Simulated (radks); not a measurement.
The mean radii <r> (bohr) of the occupied orbitals of an atom or ion are listed with their occupations. Calculated with a radial shooting solver on a logarithmic mesh with Libxc functionals: Dirac Kohn-Sham, BLYP, spin-unpolarised, spherical densities, point nucleus.

| orbital | occ. | <r> |
|---|---|---|
| 1s1/2 | 2 | 0.01631 |
| 2s1/2 | 2 | 0.06805 |
| 2p1/2 | 2 | 0.05588 |
| 2p3/2 | 4 | 0.06468 |
| 3s1/2 | 2 | 0.1770 |
| 3p1/2 | 2 | 0.1674 |
| 3p3/2 | 4 | 0.1835 |
| 3d3/2 | 4 | 0.1595 |
| 3d5/2 | 6 | 0.1644 |
| 4s1/2 | 2 | 0.3915 |
| 4p1/2 | 2 | 0.3931 |
| 4p3/2 | 4 | 0.4275 |
| 4d3/2 | 4 | 0.4334 |
| 4d5/2 | 6 | 0.4445 |
| 5s1/2 | 2 | 0.8773 |
| 4f5/2 | 6 | 0.4646 |
| 4f7/2 | 8 | 0.4711 |
| 5p1/2 | 2 | 0.9410 |
| 5p3/2 | 4 | 1.035 |
| 5d3/2 | 4 | 1.346 |
| 5d5/2 | 6 | 1.400 |
| 6p1/2 | 2 | 3.150 |
| 6p3/2 | 1 | 3.650 |

Name the element and its charge. Open shells, if any, fill j = l - 1/2 first.

Answer. Z = 81, thallium, charge 0: Tl in [Xe] 4f14 5d10 6p3. The 1s radius gives Z: for a bare nucleus <r> = (2 gamma + 1)/(2Z) with gamma = sqrt(1 - (Z/c)^2), 0.01613 bohr for Z = 81, and screening makes it slightly larger (0.01631 here). The occupations add up to 81, and the charge is Z minus that.
